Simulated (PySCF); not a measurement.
B(AsH2)2(F) (As2BFH4), SMILES [AsH2]B([AsH2])F.

Geometry optimised at PBE-D3(BJ)/def2-SVP. This is a generated structure with no PubChem entry under its InChIKey; it may be hypothetical.

Calculation: PySCF 2.14.0 with PBE-D3(BJ)/def2-SVP.

Frequencies are harmonic and unscaled.

Question: List the normal modes with their intensities. (The exact figures need the calculation; the answer reports its results.)

Answer: 
| mode | ν (cm⁻¹) | IR (km/mol) | moving atoms (share of kinetic energy) |
|---|---|---|---|
| 1 | 110 | 0.4 | As 73 %, F 12 % |
| 2 | 129 | 1.9 | H 90 % |
| 3 | 161 | 1.3 | H 97 % |
| 4 | 236 | 2.1 | F 72 %, As 24 % |
| 5 | 312 | 1.1 | As 39 %, F 36 %, B 18 % |
| 6 | 317 | 11.8 | B 48 %, H 39 %, F 12 % |
| 7 | 513 | 0.7 | H 98 % |
| 8 | 570 | 11.4 | H 78 %, B 17 % |
| 9 | 655 | 17.7 | H 62 %, B 34 % |
| 10 | 656 | 24.4 | H 87 %, F 10 % |
| 11 | 807 | 151.5 | B 76 %, H 19 % |
| 12 | 952 | 5.0 | H 99 % |
| 13 | 958 | 34.0 | H 95 % |
| 14 | 1254 | 180.5 | B 68 %, F 31 % |
| 15 | 2134 | 0.0 | H 99 % |
| 16 | 2137 | 116.4 | H 99 % |
| 17 | 2157 | 36.6 | H 99 % |
| 18 | 2162 | 102.7 | H 99 % |
